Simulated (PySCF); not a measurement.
Identify the compound

An unknown has the formula C7H14Si. Its calculated NMR data are:

¹H NMR (600 MHz, computed): δ 6.12 (s, 1H), 5.34 (br s, 1H), 4.83 (br s, 1H), 3.99 (t, 3H), 1.97 (s, 3H), 1.91 (s, 3H), 1.83 (q, 2H).

¹³C{¹H} NMR (computed): δ 153.2 (C), 143.4 (C), 132.8 (CH), 118.3 (CH2), 29.2 (CH3), 23.1 (CH2), 22.6 (CH3).

Theory: NMR shieldings at PBE0/pcSseg-1/GIAO, structure optimised with GFN2-xTB, in PySCF 2.14 (one averaged value for each set of equivalent atoms, non-relativistic, isolated molecule, one computed conformer).

Chemical shifts δ = σref − σ; ¹H and ¹³C vs TMS, all at this level.

Q: What is the structure?

A: 
1. The formula gives 2 degrees of unsaturation (no ring in the answer).
2. 7 carbon signals for 7 carbons: no two carbons are equivalent.
3. Carbon types of the structure: 2 × C, 1 × CH, 2 × CH2, 2 × CH3, leaving 3 H on heteroatoms.
4. δC 153.2, 143.4: fully substituted alkene carbon; an sp2 carbon of a C=C bond.
5. δC 132.8: alkene CH; the olefinic region.
6. δC 118.3: terminal =CH2 carbon; as expected for a trigonal carbon in a double bond.
7. δC 29.2, 22.6: allylic methyl carbon; saturated and bonded to C and H only.
8. δH 6.12: hydrogen on an alkene CH; attached to an sp2 carbon and in the plane of the double bond.
9. δH 1.97, 1.91: hydrogen on an allylic methyl carbon; allylic position.
10. δH 1.83: hydrogen on an allylic sp3 CH2 bonded to Si; allylic position.

The compound is SMILES [SiH3]CC(=C)C=C(C)C.

The data come from this structure; uniqueness wasn't tested.

Shifts are as computed. Against solution values, carbons near 30 ppm lie about +3 ppm off and those near 130 ppm about +5 ppm. Of 1211 compounds with measured shifts, 218 miss one by over three times the rms of a fit or turn the order of signals round; such compounds aren't used in these exercises. No couplings were computed; multiplicities are counted from neighbouring protons, with m where these are inequivalent, close in shift, in a saturated or five-membered ring or joined by F or P, and br s for small geminal =CH2 splittings.
